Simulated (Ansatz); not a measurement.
Molecule: FeBr2, net charge 0, quintet state. The spin state was set by rule; other spins were not relaxed. SMILES: [Br][Fe][Br]
Geometry: optimised at B3LYP-D3(BJ)/def2-TZVP (Ansatz, a program for electronic structure).

Computed values are from Ansatz. Cores are frozen in the correlated levels unless marked. UHF or UKS for open shells. Spin-orbit coupling is left out. Frozen are the shells of the preceding noble gas and the d and f shells that filled before the atom's block. No relativistic terms. Basis-set limits of correlation are two-point, X^-3; Hartree-Fock from the larger set. The bracket is a focal-point correction in the basis named.

| Property | Value |
|---|---|
| atomisation energy De | 712.4 kJ/mol at RI-MP2/CBS(def2-TZVPPD,def2-QZVPPD)+[CCSD(T)-MP2]/def2-TZVPPD |
| total energy | -6408.2087 Eh at RI-MP2/CBS(def2-TZVPPD,def2-QZVPPD)+[CCSD(T)-MP2]/def2-TZVPPD |
| dipole moment | 0.00 D at CCSD(T)/def2-SVPD |
| T1 diagnostic | 0.025 at CCSD/def2-TZVPPD |
